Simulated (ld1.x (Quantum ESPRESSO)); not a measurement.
# Building the TM semilocal potential for phosphorus (P) (LDA (PZ), non-relativistic).

ld1.x (Quantum ESPRESSO) 7.5 input, shortened:

```
&input
   title='P', zed=15., rel=0, dft='PZ', iswitch=3,
   config='[Ne] 3s1.5 3p3.5 3d-2'
 /
 &inputp
   pseudotype=1, tm=.true., lloc=2,
   nlcc=.true., new_core_ps=.true., rcore=1.10
 /
3
3S  1  0   1.50   0.00  1.25  1.25  0.0
3P  2  1   3.50   0.00  2.00  2.00  0.0
3D  3  2  -2.00   0.20  1.80  1.80  0.0
 &test
   configts(1)='3s1.5 3p3.5'
 /
```

* Cutoffs needed: 40 Ry and 100 Ry (the cutoffs (Ry, on a coarse ladder) from which the occupation-weighted sum of valence levels, in a spherical-Bessel basis at the reference potential, stays within 10 and 1 mRy of its value at 400 Ry)
* Ghost test: no extra level below or beside the all-electron valence levels (s, p, d tested); the semilocal form is local in each channel, so this says nothing of the separable form that plane-wave codes build from it (spherical-Bessel basis up to 400 Ry, 20 bohr box)
* Largest excitation error: +182 meV (all-electron minus pseudo) for 3s1 3p0, out of 7 test configurations
